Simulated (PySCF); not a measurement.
C (carbon, neutral): UHF calculation

Configuration: [He] 2s2 2p2, high-spin 3P determinant. All numbers are calculated (PySCF 2.14, scalar relativity by spin-free X2C-1e, in jorge-DZP-DKH (4s2p1d, 15 functions)).

```
Total energy                                                  : -37.703799 hartree
One-electron energy                                           : -50.4765 hartree
Hartree (Coulomb) energy                                      : 17.8527 hartree
Exchange energy                                               : -5.0801 hartree
⟨S²⟩                                                          : 2.0061
⟨L²⟩                                                          : 2.011
Sum of ⟨r⟩                                                    : 7.116 bohr
Sum of ⟨r²⟩                                                   : 13.61 bohr²
Traceless quadrupole moment −½Σ⟨3z² − r²⟩ along its main axis : 1.46 e·bohr²
Langevin diamagnetic susceptibility                           : -10.8 ×10⁻⁶ cm³/mol
Time after the integrals                                      : 0.04 s of wall time on 1 thread of Neoverse-V2 (shared host)
```

| shell | electrons | mean orbital energy (hartree) | rms radius, mean of both spins (bohr) |
| --- | --- | --- | --- |
| 1s α | 1 | -11.34752 | 0.312 |
| 1s β | 1 | -11.30196 | 0.312 |
| 2s α | 1 | -0.82623 | 1.75 |
| 2s β | 1 | -0.58335 | 1.75 |
| 2p α | 2 | -0.43604 | 1.91 |
